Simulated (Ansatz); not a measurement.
Consider the redistribution: `[OH][InH][ZnH]` + `CB(C)F` → `[OH][InH][F]` + `C[B](C)[ZnH]`.

Calculated with Ansatz (gas phase, PBE0-D4/def2-TZVP geometries, no zero-point term in ΔE). CBS: MP2 limit from def2 TZ/QZ plus the TZ coupled-cluster correction, frozen cores. DFT in def2-TZVPP. Elements past krypton have def2 core potentials. For In, Zn outer-core shells are correlated without core-valence functions, which leaves a few kJ/mol of doubt a bond. Scalar relativity is left out up to krypton. One conformer a species, not always the lowest.

`[OH][InH][ZnH]`:

Cartesian coordinates in Å:
```
O -0.010 -0.424 -1.828
In 0.431 -0.509 0.128
Zn -0.815 1.359 1.412
H 0.432 -1.102 -2.345
H 1.532 -1.813 0.451
H -1.570 2.489 2.183
```

`CB(C)F`:

```xyz
10

C     0.066    0.467   -1.315
B     0.224    0.449    0.240
C    -0.199   -0.734    1.170
F     0.761    1.527    0.820
H    -0.793   -0.113   -1.659
H     0.953   -0.015   -1.749
H     0.017    1.476   -1.728
H    -1.249   -0.581    1.452
H     0.376   -0.772    2.097
H    -0.155   -1.705    0.671
```

`[OH][InH][F]`:

Cartesian coordinates in Å:
```
O 0.282 -0.632 -1.272
In -0.039 0.229 0.467
F 1.709 0.519 1.266
H -0.521 -0.825 -1.760
H -1.430 0.709 1.299
```

`C[B](C)[ZnH]`:

```xyz
11

C     1.383   -0.085    0.557
B     0.005    0.038   -0.178
C    -1.213   -0.793    0.352
Zn   -0.252    1.425   -1.735
H     2.263    0.082   -0.070
H     1.393    0.745    1.283
H     1.515   -1.007    1.133
H    -1.766   -0.105    1.014
H    -0.946   -1.666    0.957
H    -1.939   -1.087   -0.410
H    -0.441    2.453   -2.903
```

CCSD(T)/CBS gives +196.1 kJ/mol.

(1) Another level gave +200.2 kJ/mol. Which?
A. HF/def2-TZVPP
B. CCSD(T)/def2-TZVPP
C. CCSD/def2-TZVPP
D. PBE/def2-TZVPP

Largest T1 diagnostic among the species: 0.017.

## Answers

(1) B. CCSD(T)/def2-TZVPP 200.2, PBE 193.3, CCSD/def2-TZVPP 205.3, HF/def2-TZVPP 226.9 kJ/mol.

From PBE to PBE0 (25 % exact exchange), in def2-TZVPP and without D4, ΔE moves by +10.5 kJ/mol. The D4 term adds −3.9 kJ/mol with B3LYP and −2.1 kJ/mol with PBE0; it sums over pairs of atoms, weighted by their polarisabilities, and B3LYP, whose exchange is more repulsive, gets the larger term. In def2-TZVPP, CCSD(T) changes the Hartree–Fock value by −26.7 kJ/mol (the triples alone add −5.1 kJ/mol) and MP2 by −27.2 kJ/mol.

B3LYP here is the variant with VWN-RPA as its local correlation; programs differ in this.
